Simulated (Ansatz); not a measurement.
Cost and result for the atomization energy of `N=[CH][Ga]([F])[SiH3]` (10 atoms, 9 bonds).

```xyz
10

N     0.6901   -0.1841   -2.4488
C     0.3453    0.8649   -1.8230
Ga   -0.1750    0.8921    0.0978
F    -0.6080    2.4892    0.7127
Si   -0.2958   -0.9256    1.6778
H     0.6708   -1.0154   -1.8524
H     0.3440    1.7938   -2.4049
H     0.1262   -2.2056    1.0482
H    -1.6942   -1.0683    2.1611
H     0.5967   -0.6411    2.8316
```

Charge 0, multiplicity 1. Correlated methods include outer-core shells of Ga, which these sets cover unevenly. Scalar relativity is left out up to krypton. All single points use the PBE0-D4/def2-TZVP geometry. It is one conformer, not always the lowest. Program: Ansatz. All runs use 4 threads of an Arm Neoverse V2 on a shared host. Times are those of one run each, without the atoms' runs, and a repeat can differ threefold. Electronic energies, without spin–orbit coupling; frozen cores. CCSD(T)/CBS adds CCSD(T) − MP2 in def2-TZVPP to the MP2 limit, and its time is that of the two runs behind it. T1 = 0.015; the RHF reference is unstable towards UHF. With those shells the extrapolation isn't a true limit. B3LYP takes the VWN-RPA correlation (the form of Gaussian; ORCA's B3LYP/G).

CCSD(T)/CBS is a level of theory with its own doubt, some kJ/mol a heavy atom from the limit and from the frozen cores, so smaller differences don't rank the functionals.

```csv
level,functions,wall time,atomization (kJ/mol),difference from CCSD(T)/CBS,per bond
PBE-D4/def2-TZVPP (with forces),253,2.5 s,3355.8,56.5,6.3
PBE0-D4/def2-TZVPP,253,3.4 s,3275.5,-23.8,-2.6
r2SCAN-D4/def2-TZVPP (with forces),253,5 s,3294.6,-4.7,-0.5
B3LYP-D4/def2-TZVPP (with forces),253,5.5 s,3287.2,-12.1,-1.4
B2PLYP/def2-TZVPP,253,6 s,3254.9,-44.4,-4.9
ωB97X-V/def2-TZVPP,253,8 s,3316.2,16.9,1.9
ωB97M-V/def2-TZVPP (with forces),253,12 s,3291.6,-7.7,-0.9
MP2/def2-QZVPP,480,28 s,3312.4,13.1,1.4
CCSD(T)/def2-TZVPP,253,3.4 min,3212.0,-87.3,-9.7
CCSD(T)/CBS(def2),–,3.9 min,3299.3,0.0,0.0
```

In def2-TZVPP, CCSD(T) changes the Hartree–Fock value by +915.0 kJ/mol (the triples alone add +58.5 kJ/mol) and MP2 by +963.0 kJ/mol; breaking electron pairs costs correlation energy, which Hartree–Fock lacks. The D4 term adds +33.3 kJ/mol with B3LYP and +17.6 kJ/mol with PBE0; it sums over pairs of atoms, weighted by their polarisabilities, and B3LYP, whose exchange is more repulsive, gets the larger term. From PBE to PBE0 (25 % exact exchange), in def2-TZVPP and without D4, the atomization energy moves by −77.5 kJ/mol: exact exchange takes away binding that semilocal exchange gives to molecules.
